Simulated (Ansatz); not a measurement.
A structure relaxed at PBE0-D4/def2-TZVP, charge 0, multiplicity 1:

```xyz
11

O    -1.0460   -1.7818   -0.5695
Si   -0.8718   -1.1236    0.9014
Cl    0.6235   -2.0394    1.9534
O    -0.4750    0.4616    0.7887
Si    0.4455    1.3910   -0.1345
O     0.9343    0.4951   -1.3950
F    -0.3678    2.6524   -0.6092
F     1.6799    1.9507    0.6672
H    -0.3655   -1.5924   -1.2220
H    -2.1356   -1.2636    1.6289
H     1.5784    0.8500   -2.0094
```

Task: Give its formula and SMILES.

Result: ClF2H3O3Si2, `O[SiH](Cl)O[Si](O)(F)F`.

Task: Summarise the bond lengths by kind.

Result: 4 × O–Si 1.601 to 1.638 Å; 2 × H–O 0.958 to 0.962 Å; 1 × Cl–Si 2.045 Å; 1 × H–Si 1.465 Å; 2 × F–Si 1.574 to 1.575 Å.

Results of the Gaussian-basis code of Ansatz.
